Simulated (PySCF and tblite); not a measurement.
Values are calculated unless marked as measured or tabulated.
System: CH₄BClO, numbered as in [CH3:1][O:2][BH:3][Cl:4].

For the rotation about the B3–O2 bond (torsion Cl4–B3–O2–C1 from 0° to 180°, rising): electronic barrier 11.43 kcal/mol, zero-point change -1.19 kcal/mol, thermal and entropy terms at 298.15 K a further -0.36 kcal/mol (symmetry numbers apart). The minimum is Cs, the saddle C1. Level: BHandHLYP/pcSseg-1 + D3(BJ) on PBE0-D3(BJ)/def2-SVP stationary points, with GFN2-xTB thermal terms. Rate constants are transition-state-theory values, counting equivalent paths, without tunnelling. (PySCF 2.14 with density fitting, tblite 0.8.)

(1) How many equivalent paths lead out of the minimum?

(2) Work out the rate at 298.15 K.

## Answers

(1) 2: the symmetry number of the minimum is 1, that of the saddle displaced along its mode 1, and the displaced saddle is chiral while the minimum is not, which doubles the count.

(2) ΔG‡ = 9.88 kcal/mol; k_B T/h = 6.2×10¹² s⁻¹; exp(−ΔG‡/RT) = 5.7×10⁻⁸; times 2 gives k = 7.1×10⁵ s⁻¹. Wigner's tunnelling factor for the 305i cm⁻¹ mode would be 1.09.
